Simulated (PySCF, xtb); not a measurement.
BClH4OSi, SMILES B([SiH3])(Cl)O. One conformer was computed; it need not be the lowest.

Harmonic wavenumbers (cm⁻¹) from GFN2-xTB (xtb 6.7.1) at its own minimum, in rising order: 34, 147, 273, 308, 435, 515, 550, 684, 745, 803, 804, 810, 988, 1292, 2220, 2232, 2255, 3519.

### Question
What does B3LYP-D3(BJ)/def2-SVP (PySCF 2.14.0) give at its own minimum? (The exact figures need the calculation; the answer reports its results.)

### Answer
67, 161, 319, 324, 479, 578, 622, 651, 809, 909, 945, 948, 1109, 1381, 2209, 2210, 2221, 3778. Paired by order, the mean absolute difference is 72 cm⁻¹ and the zero-point energies are 26.6 and 28.2 kcal/mol.
